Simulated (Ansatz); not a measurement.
A single point on `[SiH3][N]([SiH3])[In]([N]([SiH3])[SiH3])[N]([SiH3])[SiH3]`.

```yaml
crystal:
  periodic: [false, false, false]
  atoms:
    - {symbol: Si, position_ang: [-1.901400, -1.952447, -1.780451]}
    - {symbol: N, position_ang: [-0.830087, -1.806011, -0.432024]}
    - {symbol: Si, position_ang: [-0.452572, -3.176023, 0.551944]}
    - {symbol: In, position_ang: [-0.000669, 0.000360, 0.000321]}
    - {symbol: N, position_ang: [-0.951669, 1.713621, -0.544407]}
    - {symbol: Si, position_ang: [-2.667792, 1.711096, -0.752808]}
    - {symbol: Si, position_ang: [-0.035374, 3.157646, -0.796893]}
    - {symbol: N, position_ang: [1.780998, 0.091909, 0.977513]}
    - {symbol: Si, position_ang: [2.165287, 1.485849, 1.924585]}
    - {symbol: Si, position_ang: [2.891943, -1.226662, 0.853948]}
    - {symbol: H, position_ang: [-1.846050, -0.692210, -2.572294]}
    - {symbol: H, position_ang: [-3.310409, -2.193700, -1.366859]}
    - {symbol: H, position_ang: [-1.483926, -3.085258, -2.653772]}
    - {symbol: H, position_ang: [0.376811, -4.181671, -0.165983]}
    - {symbol: H, position_ang: [-1.701595, -3.853674, 1.000246]}
    - {symbol: H, position_ang: [0.295336, -2.709307, 1.752310]}
    - {symbol: H, position_ang: [-3.283630, 2.833378, 0.009804]}
    - {symbol: H, position_ang: [-3.209970, 0.424878, -0.233559]}
    - {symbol: H, position_ang: [-3.069486, 1.857029, -2.178251]}
    - {symbol: H, position_ang: [1.412569, 2.809138, -0.803360]}
    - {symbol: H, position_ang: [-0.275115, 4.178197, 0.259280]}
    - {symbol: H, position_ang: [-0.386701, 3.770503, -2.108852]}
    - {symbol: H, position_ang: [2.609841, 1.079617, 3.287509]}
    - {symbol: H, position_ang: [0.943444, 2.328117, 2.050688]}
    - {symbol: H, position_ang: [3.249302, 2.306498, 1.319658]}
    - {symbol: H, position_ang: [3.029506, -1.977631, 2.131306]}
    - {symbol: H, position_ang: [4.243897, -0.731797, 0.469773]}
    - {symbol: H, position_ang: [2.407522, -2.161465, -0.199365]}
basis:
  gaussian: {orbitals: def2-TZVPP}
hamiltonian: {xc: pbe}
correlation: {method: rpa}
```

```sh
$ ansatz run in.yaml --threads 11 --pin off --events-out ev --progress --plain --backend cuda
```

Shortened log:

```
Functional definition: PBE
  name "PBE"
  cite "Perdew, Burke & Ernzerhof, Phys. Rev. Lett. 77, 3865 (1996) doi:10.1103/PhysRevLett.77.3865"
  parent pbe
  parameter kappa = 0.804
  parameter beta = 0.06672455060314922
  exchange = pbe_x(kappa = kappa, mu = beta*pi^2/3)
  correlation = pbe_c(beta = beta)
3866 factors; integrals over basis functions are off by at most 1.2e-3 eV
mean field evaluation 1: about -57143.6747 eV, gradient 1.3e2 eV
mean field evaluation 2: about -57143.6391 eV, gradient 1.3e2 eV
mean field evaluation 4: about -57172.9809 eV, gradient 4.6e1 eV
mean field evaluation 8: about -57178.8292 eV, gradient 1.4e0 eV
mean field evaluation 16: about -57178.8320 eV, gradient 6.6e-4 eV
mean field -57178.83203022 eV, -2101.2833199061 hartree, gradient 7.3e-6 eV, S^2 0.000000; 0 other end points of the search recorded, 0 dependent functions left out
37 core orbitals not correlated: weight in the atoms' cores, before any rotation towards them, 1.000 or more for the frozen orbitals, at most 0.000 for the correlated occupied ones
reference -57055.78035014 eV, -2096.7612540708 hartree; 35, 35 occupied and 575, 575 virtual orbitals, 3866 factors
Total energy: -57135.50439015 eV, -2099.6910585022 hartree
```

Run time 4.7 s (11 threads of an AMD EPYC 7R13 on a shared host and a whole NVIDIA H100 80 GB); peak host memory 4.1 GiB.
